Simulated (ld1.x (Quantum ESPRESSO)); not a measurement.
Values are calculated unless marked as measured or tabulated.
Hardness and transferability of assorted potentials

Generated with ld1.x 7.5 (TM, RRKJ, ultrasoft, PAW), atompaw 4.2 or ONCVPSP 4.0.1. The cutoff is in Ry: for ld1.x and atompaw files where the sum of valence levels is converged to 10 mRy in a Bessel basis, for ONCV files where the hardest occupied wave has 1 mHa per electron of residual kinetic energy. The error is the largest all-electron minus pseudo excitation energy over each file’s own four to seven test configurations (ionisations up to +4, promotions, holes and added fractions of an electron), all of which were solved. The labels leave out finer settings (local radius, basis sizes, second energies), which also bear on the numbers. Spin-polarised tests are not counted. The rows are a selection from randomly drawn settings: files with unsolved tests, undetermined cutoffs or missed reference levels are left out.

```csv
element,potential,cutoff (Ry),largest error (meV),bound ghosts
Al,"TM semilocal, PBE, scalar-relativistic, rc 1.50/2.70 (sp), local p, core correction no, reference 3s2 3p0",30,+41,none
In,"TM, PBE, fully relativistic, rc 3.18/3.54/3.80 (spd), local s, core correction yes, reference 5s2 5p0.5",6,-200,none
Tb,"PAW, revPBE, scalar-relativistic, rc 1.85/2.15/2.40/1.05 (spdf), local smoothed, core correction yes, reference 4f8 5s2 5p6 5d1 6s2 6p0",180,-166,none
Hf,"TM, LDA (PZ), scalar-relativistic, rc 1.55/1.40/2.45 (spd), local p, core correction no, reference 5s2 5p6 5d1 6s0 6p0",90,+805,none
W,"TM semilocal, LDA (PZ), scalar-relativistic, rc 2.05/2.40/2.15 (spd), local s, core correction yes, reference 5d3 6s0 6p0",30,-167,none
```

Question: Fill in the row for Ga: TM, PBE, scalar-relativistic, rc 2.10/2.70 (sp), local smoothed, core correction yes, reference 4s2 4p1.

Answer: cutoff 12 Ry, largest error -178 meV, bound ghosts: none.

Question: Fill in the row for O: ultrasoft, LDA (PZ), non-relativistic, rc 0.80/1.10/0.90 (spd), local smoothed, core correction no, reference 2s2 2p3.5.

Answer: cutoff 60 Ry, largest error +112 meV, bound ghosts: none.

Question: Fill in the row for Sn: TM, BP86, fully relativistic, rc 2.15/2.30 (sp), local s, core correction yes, reference 5s2 5p0.

Answer: cutoff 21 Ry, largest error -116 meV, bound ghosts: none.
